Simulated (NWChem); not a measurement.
Species: CdH₂O; SMILES [CdH][OH]

```xyz
4

Cd    -0.3875     0.1243     0.0000
H     -0.7042     1.7365     0.0000
O     -0.1233    -1.8246     0.0000
H      0.7999    -2.0981     0.0000
```
Atoms are numbered in this order, from 1.

Level: PBE0/def2-SVP with def2 effective core potentials on Cd (NWChem), optimised geometry, unscaled harmonic frequencies. def2 effective core potentials on Cd; no spin-orbit coupling.

| frequency (cm⁻¹) | IR intensity (km/mol) |
|---|---|
| 464 | 68.1 |
| 473 | 53.4 |
| 606 | 60.1 |
| 730 | 71.3 |
| 1907 | 116.3 |
| 3905 | 41.9 |

The zero-point energy is 11.6 kcal/mol and the thermal correction to the enthalpy at 298.15 K (with zero-point energy) comes out as 14.4 kcal/mol. The heat capacity Cv comes out as 10.4 cal/(mol K) and the entropy at 298.15 K and 1 atm (symmetry number 1) comes out as 62.2 cal/(mol K).

Rigid rotor and harmonic oscillator.
